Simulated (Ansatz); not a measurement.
Molecule: ScO$_{2}$H$_{2}$, net charge 0, doublet state. SMILES: [Sc]([OH])[OH]
Geometry: optimised at B3LYP-D3(BJ)/def2-TZVP (Ansatz, a quantum-chemistry and plane-wave program).

Wanted: vertical ionisation energy to the singlet, in eV. Conventions: each state is the SCF solution reached for its charge and spin; LANL2DZ with its own core potentials from Na on; frozen cores in correlated levels (noble-gas shells and the d and f shells of earlier blocks); 6-31G* and kin with 6d, 5d where marked; non-relativistic; open shells spin-unrestricted; no spin-orbit coupling; dispersion terms only where a functional's name holds one. Ab initio and DFT rows: single points at B3LYP-D3(BJ) geometries (Ansatz).

```tsv
level	program	vertical ionisation energy to the singlet (eV)
HF/6-31G*	Ansatz	5.65
HF/6-31G* with LANL2DZ past Ar	Ansatz	5.77
PBE/6-31G*	Ansatz	5.73
PBE/6-31G* with LANL2DZ past Ar	Ansatz	5.90
B3LYP/STO-3G	Ansatz	4.74
B3LYP/3-21G	Ansatz	5.66
B3LYP/6-31G*	Ansatz	5.95
B3LYP/6-31G* with LANL2DZ past Ar	Ansatz	6.12
MP2/6-31G*	Ansatz	5.46
MP2/6-31G* with LANL2DZ past Ar	Ansatz	5.54
PBE/def2-TZVPD	Ansatz	6.01
PBE0/def2-TZVPD	Ansatz	6.11
wB97M-V/def2-TZVPD	Ansatz	6.05
```

No value to compare with is used here. The 10 habitual levels span 4.74 (B3LYP/STO-3G) to 6.12 eV (B3LYP/6-31G* with LANL2DZ past Ar); PBE0/def2-TZVPD gives 6.11.

The levels are drawn from those run, B3LYP/6-31G* more often than the rest, none by its result; left out are runs that failed, that the program found above a lower state of the same kind, or whose <S^2> lies over 0.5 above the pure value.
